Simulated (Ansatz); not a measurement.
Basis-set series for F₂Ga₂H₄ (`[F+]1[GaH2-][F+][GaH2-]1`). The species carries charge 0 and has multiplicity 1. All single points use the PBE0-D4/def2-TZVP geometry.

Z-matrix (Å, degrees):
```
Ga
F 1 1.943
Ga 1 2.989 2 39.7
F 1 1.943 2 79.4 3 0.0
H 1 1.552 2 107.1 3 104.8
H 1 1.552 2 107.1 3 -104.8
H 3 1.552 1 112.5 2 -90.0
H 3 1.552 1 112.5 2 90.0
```

| functional | basis | functions | energy (Eh) | HOMO (eV) | LUMO (eV) |
| --- | --- | --- | --- | --- | --- |
| PBE0-D4 | def2-SVP | 112 | -4050.56239 | -8.73 | -0.59 |
| PBE0-D4 | def2-QZVPP | 412 | -4051.39947 | -8.77 | -0.89 |
| ωB97M-V | def2-SVP | 112 | -4050.99240 | -10.92 | 1.10 |
| ωB97M-V | def2-QZVPP | 412 | -4051.82965 | -11.02 | 0.50 |

Q: Give the rows for def2-TZVPP. (Best estimate.)

A: The calculation gave: 
| functional | basis | functions | energy (Eh) | HOMO (eV) | LUMO (eV) |
| --- | --- | --- | --- | --- | --- |
| PBE0-D4 | def2-TZVPP | 214 | -4051.30049 | -8.77 | -0.79 |
| ωB97M-V | def2-TZVPP | 214 | -4051.73425 | -11.01 | 0.84 |

Positive LUMOs are unbound and depend on the basis. Scalar relativity is left out up to krypton.

Program: Ansatz 0.2.0.
